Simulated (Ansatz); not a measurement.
Ga₄P₄. Total charge 0; singlet. Geometry PBE0-D4/def2-SVP, basis def2-TZVP, Ansatz.

```xyz
8

Ga   -0.980   -1.305    2.382
Ga   -0.793   -1.233   -2.348
Ga   -0.358    2.518    0.942
Ga    1.551   -0.477    0.228
P     0.021   -2.144    0.117
P    -1.300   -0.243    0.002
P     1.893    1.679   -0.072
P    -0.033    1.205   -1.251
```

```
run  HOMO (eV)  LUMO (eV)
  A      -5.67      -3.04
  B      -4.66      -3.43
  C      -5.11      -3.66
  D      -4.89      -3.65
```

Another isomer (singlet) lies 0.30 eV lower at PBE0-D4/def2-TZVP; other spin states weren't run for this one.

The runs used BLYP, PBE, PBE0, r2SCAN. Estimate which is which.

A PBE0 (25 % exact exchange); B BLYP (0 % exact exchange); C r2SCAN (0 % exact exchange); D PBE (0 % exact exchange). Exact exchange lowers occupied and raises empty levels; among semilocal functionals meta-GGAs tend to open the gap a little, and such runs are hard to tell apart. The gap grows from 1.23 eV (BLYP) to 2.63 eV (PBE0).
